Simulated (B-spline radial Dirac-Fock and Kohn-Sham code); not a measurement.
## Core-level shifts of thulium with charge state

Level of theory: ΔSCF Dirac-Fock with Breit, self-energy and vacuum polarisation, finite nucleus, configuration average; a B-spline atomic structure program. Each ion is free and in its tabulated ground configuration. No correlation.

Reference: Tm, [Xe] 4f13 6s2, with 1s 59386.3 eV, 2p3/2 8647.7 eV, 3p3/2 1883.8 eV, 4s 474.7 eV, 4d5/2 183.4 eV, Kα1 (K-L3) 50738.6 eV, Kβ1 (K-M3) 57502.5 eV, Lα1 (L3-M5) 7179.3 eV. Shifts from it, in eV (a dash: the subshell is empty, belongs to an open shell averaged over j, or its hole state is left out as unreliable):

| ion | configuration | 1s | 2p3/2 | 3p3/2 | 4s | 4d5/2 | Kα1 | Kβ1 | Lα1 |
| --- | --- | --- | --- | --- | --- | --- | --- | --- | --- |
| Tm⁺ | [Xe] 4f13 6s1 | +7.3 | +7.3 | +7.2 | +7.2 | +7.2 | +0.01 | +0.04 | +0.03 |
| Tm²⁺ | [Xe] 4f13 | +15.8 | +15.7 | +15.6 | +15.6 | +15.6 | +0.08 | +0.15 | +0.07 |
| Tm³⁺ | [Xe] 4f12 | +36.8 | +37.4 | +38.4 | +37.7 | +36.7 | -0.67 | -1.62 | -0.81 |
| Tm⁴⁺ | [Xe] 4f11 | +60.3 | +61.8 | +63.9 | +62.2 | +60.0 | -1.53 | -3.63 | -1.78 |
| Tm⁵⁺ | [Kr] 4d10 4f11 5s2 5p5 | +79.6 | +80.7 | +82.3 | +80.5 | +78.3 | -1.04 | -2.67 | -1.39 |
| Tm⁶⁺ | [Kr] 4d10 4f11 5s2 5p4 | +99.9 | +100.4 | +101.5 | +99.5 | +97.3 | -0.47 | -1.55 | -0.97 |
| Tm⁷⁺ | [Kr] 4d10 4f11 5s2 5p3 | +121.1 | +121.0 | +121.4 | +119.2 | +117.0 | +0.14 | -0.34 | -0.48 |
| Tm⁸⁺ | [Kr] 4d10 4f11 5s2 5p2 | +143.1 | +142.3 | +142.1 | +139.5 | +137.4 | +0.81 | +1.00 | +0.06 |
| Tm⁹⁺ | [Kr] 4d10 4f11 5s2 5p1 | +166.0 | +164.5 | +163.6 | +160.6 | +158.4 | +1.56 | +2.47 | +0.65 |
| Tm¹⁰⁺ | [Kr] 4d10 4f11 5s2 | +189.7 | +187.4 | +185.7 | +182.2 | +180.0 | +2.37 | +4.08 | +1.30 |

Over this range K (1s) moves by +189.7 eV and Kα1 by +2.4 eV: a line is a difference of two levels that shift in the same direction.

Values without a named source are computed, but for edge energies of neutral atoms, which are taken from tables.
